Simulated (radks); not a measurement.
Values are calculated unless marked as measured or tabulated.
Fractional charge and spin in the 2p shell of silicon: the spin-up occupation runs from 2 to 3 and the spin-down occupation from 2 to 3; the fullest corner is Si3+, [He] 2s2 3s(up 0.5, down 0.5) 2p(up 3, down 3). Code: a radial shooting solver on a logarithmic mesh with Libxc functionals. Model: non-relativistic Kohn-Sham, r2SCAN, spin-polarised, spherical densities, point nucleus; meta-GGA in the generalised Kohn-Sham scheme. Energy (eV) above the fullest corner. The planes named below are the two flat planes that join the four corners, with an edge along up + down = one added electron.

down \ up,2,2.5,3
2,343.975,242.916,151.384
2.5,242.916,152.559,71.331
3,151.384,71.331,0.000

Corners above the fullest one (they belong to Si4+ and the next ion): (up 3, down 2) 151.38 eV, (up 2, down 3) 151.38 eV, (up 2, down 2) 343.97 eV. With half an added electron in each spin the energy lies 1.175 eV from the planes, and with half an added electron in spin up alone -4.763 eV. The planes are only a guide here: the flat-plane condition holds for ground states with one frontier orbital, while this shell lies below other occupied shells, so the corners above the fullest one are inner-hole states and not the ground states of those ions.
